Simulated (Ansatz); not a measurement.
Born–Oppenheimer molecular dynamics of F$_{2}$GeH$_{2}$ (5 atoms, charge 0, multiplicity 1). It starts from a relaxed structure.

These are results of RKS PBE0-D4/def2-SVP (Ansatz), not measurements.

```json
{
  "ensemble": "NVE (velocity Verlet)",
  "time step": "0.5 fs",
  "steps asked": "100",
  "starting velocities drawn for": "1000 K",
  "seed": "26205"
}
```

First frame:

```xyz
5
Properties=species:S:1:pos:R:3
Ge -0.066 0.000 -0.046
F -0.002 0.000 1.682
F 1.585 0.000 -0.562
H -0.697 1.319 -0.493
H -0.697 -1.319 -0.493
```

What does the run give?

The run went to its last step.

| Property | Result |
| --- | --- |
| steps done | 100 |
| time covered | 50 fs |
| mean temperature over the second half | 491 K |
| spread of the potential energy over the second half | 18.8 meV per atom |
| mean potential energy of the second half above the start | 39.8 meV per atom |

The conserved energy stayed within 0.75 meV per atom of its start (net change 0.51 meV per atom), so the integration is sound. A run of 0.05 ps of so small a system gives no equilibrium averages.

What happens to the structure?

The same pairs are bonded in the first frame and the last. Pairs count as bonded within 1.25 times the sum of covalent radii (0.12 Å more for H–H). This is one draw of velocities; another would differ in detail.

How do temperature and energy run in time?


| time (fs) | T (K) | potential energy less start (eV) | conserved less start (meV/atom) |
| --- | --- | --- | --- |
| 0.0 | 1000 | 0.000 | 0.00 |
| 1.5 | 766 | 0.092 | 0.28 |
| 3.0 | 375 | 0.245 | 0.50 |
| 4.5 | 191 | 0.316 | 0.55 |
| 6.0 | 314 | 0.268 | 0.47 |
| 7.5 | 612 | 0.152 | 0.29 |
| 9.0 | 761 | 0.093 | 0.04 |
| 10.5 | 443 | 0.217 | 0.20 |
| 12.0 | 43 | 0.375 | 0.75 |
| 13.5 | 330 | 0.262 | 0.35 |
| 15.0 | 764 | 0.091 | -0.01 |
| 16.5 | 697 | 0.119 | 0.22 |
| 18.0 | 377 | 0.244 | 0.46 |
| 19.5 | 201 | 0.313 | 0.53 |
| 21.0 | 309 | 0.270 | 0.49 |
| 22.5 | 622 | 0.148 | 0.35 |
| 24.0 | 882 | 0.046 | 0.10 |
| 25.5 | 732 | 0.104 | 0.08 |
| 27.0 | 283 | 0.281 | 0.62 |
| 28.5 | 349 | 0.255 | 0.52 |
| 30.0 | 784 | 0.084 | 0.00 |
| 31.5 | 779 | 0.086 | 0.14 |
| 33.0 | 418 | 0.228 | 0.42 |
| 34.5 | 140 | 0.336 | 0.53 |
| 36.0 | 148 | 0.333 | 0.51 |
| 37.5 | 405 | 0.233 | 0.40 |
| 39.0 | 711 | 0.113 | 0.18 |
| 40.5 | 719 | 0.109 | 0.03 |
| 42.0 | 311 | 0.269 | 0.45 |
| 43.5 | 191 | 0.317 | 0.67 |
| 45.0 | 647 | 0.137 | 0.09 |
| 46.5 | 846 | 0.060 | 0.06 |
| 48.0 | 590 | 0.161 | 0.35 |
| 49.5 | 287 | 0.279 | 0.50 |

The run took 3.5 min on 1 thread of Arm Neoverse V1, with other jobs on the host, peak memory 0.13 GiB.
